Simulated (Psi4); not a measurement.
C3H3, doublet, at a GFN2-xTB geometry; WB97X/6-31G* in Psi4.

Psi4 was given this input:
```
memory 2 GB

molecule mol {
0 2
C     0.011373    0.000430    0.891075
C     0.062646   -0.660086   -0.417299
C     0.042471    0.661450   -0.417679
H    -0.793042   -0.011643    1.608887
H     0.070983   -1.567004   -0.972284
H     0.023123    1.567880   -0.973188
}

set {
  basis 6-31g*
  reference uks
}

energy('wb97x')
print_variables()
```

Task: What does Psi4 print? Leave out banner, timings and long lists.

Result: 
```
   => Loading Basis Set <=

    Name: 6-31G*
    Role: ORBITAL
    Keyword: BASIS

         ---------------------------------------------------------
                                   SCF
               by Justin Turney, Rob Parrish, Andy Simmonett
                          and Daniel G. A. Smith
                              UKS Reference
         ---------------------------------------------------------

  ==> Geometry <==

    Molecular point group: c1
    Full point group: C1

    Geometry (in Angstrom), charge = 0, multiplicity = 2:

       Center              X                  Y                   Z               Mass
    ------------   -----------------  -----------------  -----------------  -----------------
         C           -0.006397708568     0.000156401920     0.882517453275    12.000000000000
         C            0.044875291432    -0.660359598080    -0.425856546725    12.000000000000
         C            0.024700291432     0.661176401920    -0.426236546725    12.000000000000
         H           -0.810812708568    -0.011916598080     1.600329453275     1.007825032230
         H            0.053212291432    -1.567277598080    -0.980841546725     1.007825032230
         H            0.005352291432     1.567606401920    -0.981745546725     1.007825032230

  Running in c1 symmetry.

  Rotational constants: A =      1.05705  B =      0.89107  C =      0.49816 [cm^-1]
  Rotational constants: A =  31689.65360  B =  26713.57749  C =  14934.47637 [MHz]
  Nuclear repulsion =   57.958395416860469

  Charge       = 0
  Multiplicity = 2
  Electrons    = 21
  Nalpha       = 11
  Nbeta        = 10

  ==> Algorithm <==

  SCF Algorithm Type is DF.
  DIIS enabled.
  MOM disabled.
  Fractional occupation disabled.
  Guess Type is SAD.
  Energy threshold   = 1.00e-06
  Density threshold  = 1.00e-06
  Integral threshold = 1.00e-12

  ==> Primary Basis <==

  Basis Set: 6-31G*
    Blend: 6-31G*
    Number of shells: 24
    Number of basis functions: 51
    Number of Cartesian functions: 51
    Spherical Harmonics?: false
    Max angular momentum: 2

  ==> DFT Potential <==

   => LibXC <=

    Version 7.1.2
    S. Lehtola, C. Steigemann, M. J. T. Oliveira, and M. A. L. Marques,  SoftwareX 7, 1–5 (2018) (10.1016/j.softx.2017.11.002)

   => Composite Functional: WB97X <=

    wB97X Hyb-GGA Exchange-Correlation Functional

    J.-D. Chai and M. Head-Gordon,  J. Chem. Phys. 128, 084106 (2008) (10.1063/1.2834918)

    Deriv               =              1
[...]
      Ntotal   =   21.0000029306 ; deviation = 2.931e-06

   @Spin Contamination Metric:   3.152515511E-03
   @S^2 Expected:                7.500000000E-01
   @S^2 Observed:                7.531525155E-01
   @S   Expected:                5.000000000E-01
   @S   Observed:                5.000000000E-01

    Orbital Energies [Eh]
    ---------------------

    Alpha Occupied:

[...]
    Alpha Virtual:

[...]
      51A      4.465966

    Beta Occupied:

[...]
      10A     -0.401381

    Beta Virtual:

[...]
    Final Occupation by Irrep:
              A
    DOCC [    10 ]
    SOCC [     1 ]
    NA   [    11 ]
    NB   [    10 ]

  @DF-UKS Final Energy:  -115.91552607333901

   => Energetics <=

    Nuclear Repulsion Energy =             57.9583954168604691
    One-Electron Energy =                -269.1912414365876884
    Two-Electron Energy =                 107.2300348618675798
    DFT Exchange-Correlation Energy =     -11.9127149154793646
    Empirical Dispersion Energy =           0.0000000000000000
    VV10 Nonlocal Energy =                  0.0000000000000000
    Total Energy =                       -115.9155260733390094

  UHF NO Occupations:
  HONO-2 :    9  A 1.9994036
  HONO-1 :   10  A 1.9992840
  HONO-0 :   11  A 1.0000000
  LUNO+0 :   12  A 0.0007160
  LUNO+1 :   13  A 0.0005964
  LUNO+2 :   14  A 0.0001526
  LUNO+3 :   15  A 0.0000733

Computation Completed

Properties will be evaluated at   0.000000,   0.000000,   0.000000 [a0]

Properties computed using the SCF density matrix

 Multipole Moments:

 ------------------------------------------------------------------------------------
     Multipole            Electronic (a.u.)      Nuclear  (a.u.)        Total (a.u.)
 ------------------------------------------------------------------------------------

 L = 1.  Multiply by 2.5417464519 to convert [e a0] to [Debye]
 Dipole X            :          0.4436279           -0.7052097           -0.2615818
 Dipole Y            :          0.0067181           -0.0108632           -0.0041451
 Dipole Z            :         -0.1869904           -0.3396055           -0.5265959
 Magnitude           :                                                    0.5880013

 ------------------------------------------------------------------------------------

  Variable Map:
  ----------------------------------------------------------------------------
[...]
  Array Variable Map:
  ----------------------------------------------------------------------------
[...]
[...]
```
